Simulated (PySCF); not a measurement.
SMILES O=C(O)CCB(O)O, GFN2-xTB optimised geometry.

```
15

O      2.64    -0.13     0.10
C      1.93    -1.09     0.00
O      2.43    -2.34    -0.12
C      0.43    -1.09     0.00
C     -0.15     0.32     0.00
B     -1.75     0.37     0.10
O     -2.45     1.54     0.05
O     -2.45    -0.78     0.23
H      3.40    -2.32    -0.11
H      0.08    -1.66    -0.87
H      0.09    -1.64     0.88
H      0.19     0.83    -0.90
H      0.28     0.87     0.84
H     -1.94     2.34    -0.04
H     -3.40    -0.66     0.28
```

Density from PBE0/def2-TZVP in PySCF 2.14.0 at that geometry.

Minimum of the electron density along straight lines between bonded atoms, close to the bond critical point (lines longer than 1.1 times the sum of covalent radii, or with two minima, are not listed):

```tsv
bond	length / Å	ρ at the minimum / e bohr⁻³	∇²ρ there / e bohr⁻⁵	position (fraction from the first atom)
O1–C2	1.202	0.434	-0.13	0.67
C2–O3	1.344	0.308	-0.63	0.34
C2–C4	1.504	0.264	-0.71	0.53
C4–C5	1.527	0.243	-0.59	0.51
C5–B6	1.601	0.182	-0.36	0.67
B6–O7	1.362	0.208	0.93	0.33
B6–O8	1.347	0.217	1.02	0.33
O3–H9	0.970	0.352	-2.43	0.81
C4–H10	1.091	0.279	-0.96	0.64
C4–H11	1.091	0.278	-0.95	0.64
C5–H12	1.093	0.273	-0.91	0.64
C5–H13	1.093	0.273	-0.91	0.64
O7–H14	0.955	0.365	-2.54	0.81
O8–H15	0.958	0.362	-2.51	0.81
```
